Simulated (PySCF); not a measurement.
# Radial density of Te (tellurium, neutral)

UHF, [Kr] 4d10 5s2 5p4, high-spin 3P determinant. All numbers are calculated (PySCF 2.14, scalar relativity through the core potential, in def2-TZVP with the def2 core potential (28 electrons) (6s5p3d2f, 50 functions)). This is the valence pseudo-density: the core potential removes the inner electrons and smooths the orbitals near the nucleus.

```
r (bohr)  4πr²ρ (e/bohr)  4πr²(ρα − ρβ)
 0.00203       2.118e-05         0.0000
 0.00342       5.849e-05         0.0000
 0.00575       0.0001551         0.0000
 0.00967       0.0003736         0.0000
  0.0163       0.0007676         0.0000
  0.0273        0.001353         0.0000
  0.0460        0.001887         0.0000
  0.0774        0.003216         0.0000
   0.130         0.01817         0.0001
   0.219          0.2269         0.0009
   0.368           3.599         0.0229
   0.619           22.90         0.1418
    1.04           16.20        -0.0180
    1.75           4.285         0.8186
    2.95           1.801         0.6810
    4.96          0.1746         0.0637
    8.34        0.001446         0.0004
```

Energies and moments cover only the electrons outside the core potential.

(1) Where is the radial spin density 4πr²(ρα − ρβ) most negative, and why is it negative at all?

## Answers

(1) Around r = 1.04 bohr, down to -0.0180 e/bohr: exchange with the open shell polarises the paired shells in an unrestricted calculation.
